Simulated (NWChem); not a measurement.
# aminoborane (BNH₄); SMILES NB

All runs: NWChem. Medium grid unless said otherwise, to which SCAN and Minnesota functionals are sensitive. Geometry: optimised at PBE0/def2-SVP. Hybrids' shares of exact exchange are those that their runs print; pure functionals count as 0. The functionals differ in more than this share.

```csv
row,share of exact exchange,highest occupied level (eV)
PBE/def2-TZVP,0.00,-7.34
PW91/def2-TZVP,0.00,-7.38
TPSSh/def2-TZVP,0.10,withheld
B3LYP/def2-TZVP,0.20,-8.43
M06/def2-TZVP,0.27,-8.78
BHandHLYP/def2-TZVP,0.50,-9.94
Hartree-Fock/def2-TZVP,1.00,-11.98
```

Question: Fit a straight line of the last column on the one before it, predict the withheld value, and compare with the run.

Answer: 
1. Means of the 6 shown rows: x = 0.328, y = -8.975. Slope Σ(x − x̄)(y − ȳ)/Σ(x − x̄)² = -3.326/0.7161 = -4.645; intercept -7.450.
2. The shown rows scatter about the line by 0.105 (root mean square); the largest residual is -0.17, at BHandHLYP/def2-TZVP.
3. At x = 0.10 (TPSSh/def2-TZVP; inside the shown range) the line gives -7.91.
4. The run gives -7.89, +0.02 from the line, 0.2 times the scatter.
